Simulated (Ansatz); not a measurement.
Ideal-gas functions of `C=[CH][In]([F])[Cl]` at 600 K and 1 bar, from an Ansatz frequency run at PBE0-D4/def2-TZVP.

Molar mass 196.32 g/mol, point group Cs (symmetry number 1), electronic degeneracy 1, moments of inertia 108.526, 346.934, 455.461 u Å². Harmonic wavenumbers (cm⁻¹, unscaled): 57, 61, 122, 140, 266, 370, 462, 538, 586, 1005, 1015, 1039, 1260, 1434, 1651, 3127, 3180, 3216.

Use S(trans) = R[1.5 ln M + 2.5 ln T − 1.1517]; rotational temperatures θ = 24.2544 K / I; S(rot) = R[ln(√π/σ · √(T³/θAθBθC)) + 1.5]; for each mode x = 1.438777 ν̃/T, S = R[x/(eˣ − 1) − ln(1 − e⁻ˣ)] and H = RT x/(eˣ − 1); 1 cm⁻¹ = 0.0119627 kJ/mol; R = 8.31446 J/(mol·K).

By hand: the entropy, in J/(mol·K).

Translation 189.2. Rotation: θ = 0.2235, 0.0699, 0.0533 K, giving 126.5. Vibration, mode by mode: 24.87, 24.30, 18.56, 17.43, 12.19, 9.58, 7.88, 6.75, 6.14, 2.76, 2.71, 2.59, 1.70, 1.22, 0.80, 0.04, 0.04, 0.03, in all 139.6. Electronic 0.0. Sum 455.3 J/(mol·K).

By hand: H − E and G − E in kJ/mol, counted from the electronic energy.

Zero-point energy ½ × 19529 × 0.0119627 = 116.8; thermal vibration 37.2; translation, rotation and pV give 4 RT = 20.0. H − E = 174.0 kJ/mol, and G − E = 174.0 − 600 × 455.3/1000 = -99.2 kJ/mol.

Vibration gives 31 % of the entropy, 85.2 J/(mol·K) of it from the modes under 150 cm⁻¹: soft modes count most, and the harmonic formula is weakest for them. The sum counts one conformer and one mirror image; others add a mixing term.
